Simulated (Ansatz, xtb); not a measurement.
# Two isomers of C6H4BCl

Structure I is `C#CC1=CC=CB1Cl`, a singlet and structure II is `C#CB1C=CC(Cl)=C1`, a singlet. Both are isolated molecules in the gas phase, relaxed with PBE0-D3(BJ)/def2-SVP.

I (Å):

```xyz
12

C     1.1345   -2.4831    1.2982
C     0.3323   -1.6728    0.8756
C    -0.5630   -0.7246    0.3389
C    -1.7394   -0.3054    0.8680
C    -2.4095    0.7131    0.0058
C    -1.7093    1.0006   -1.1107
B    -0.4321    0.0999   -1.0207
Cl    0.8815   -0.0092   -2.1494
H     1.8385   -3.2000    1.6776
H    -2.1691   -0.6547    1.8106
H    -3.3700    1.1540    0.2908
H    -2.0229    1.7161   -1.8707
```

II (Å):

```xyz
12

C    -2.6553    1.3047    3.0681
C    -2.2972    0.8587    1.9903
C    -2.7114   -0.6231   -0.3246
C    -1.9193   -0.8631   -1.3798
C    -0.5904   -0.1748   -1.2059
C    -0.4791    0.5192   -0.0572
B    -1.8590    0.3031    0.6514
Cl    0.5924   -0.3391   -2.4354
H    -2.9692    1.6981    4.0189
H    -3.7245   -1.0133   -0.2173
H    -2.1360   -1.4590   -2.2703
H     0.4058    1.0795    0.2404
```

Question: Estimate which is lower in electronic energy at CCSD(T)/def2-SVP + ΔMP2/def2-TZVPP, and by roughly how much.

Answer: The CCSD(T)/def2-SVP + ΔMP2/def2-TZVPP calculation puts structure I lower, by 0.939 eV.

The same difference at several levels:

```
                             level              geometry  E(II) − E(I) (eV)  departure from the last row (eV)  job, with rough time for the two
                          GFN2-xTB              GFN2-xTB              +0.970                            +0.031              optimisation, 0.18 s
                         HF/STO-3G              GFN2-xTB              +0.805                            −0.134              single point, 0.54 s
                r2SCAN-D4/def2-SVP              GFN2-xTB              +1.020                            +0.081                 single point, 3 s
              PBE0-D3(BJ)/def2-SVP  PBE0-D3(BJ)/def2-SVP              +1.096                            +0.157                optimisation, 31 s
                       HF/def2-SVP  PBE0-D3(BJ)/def2-SVP              +1.121                            +0.183           part of the CCSD(T) run
                      MP2/def2-SVP  PBE0-D3(BJ)/def2-SVP              +1.133                            +0.194           part of the CCSD(T) run
                  CCSD(T)/def2-SVP  PBE0-D3(BJ)/def2-SVP              +1.115                            +0.176                      single point
CCSD(T)/def2-SVP + ΔMP2/def2-TZVPP  PBE0-D3(BJ)/def2-SVP              +0.939                                                  single point, 49 s
```

As drawn, II has 1 C–B, 1 C–Cl in place of 1 C–C, 1 B–Cl.

None of the levels shown reverses the order. The largest departure from CCSD(T)/def2-SVP + ΔMP2/def2-TZVPP is that of MP2/def2-SVP, 0.194 eV. The last row adds to CCSD(T) the change of the MP2 difference between the two basis sets, here −0.176 eV, a large step that makes the value less sure.

With thermal terms from frequencies at re-optimised GFN2-xTB minima (ideal gas, soft modes damped towards free rotors, one conformer each, 298.15 K, 1 atm): on the last row, ΔE + ΔZPE = +0.931, ΔH = +0.933, ΔG = +0.930 eV.

The correlated steps freeze 12 core orbitals. Programs: Ansatz 0.2.0, xtb 6.7.1; the last row on 2 threads of Intel(R) Xeon(R) 6975P-C (Granite Rapids) on a shared host.
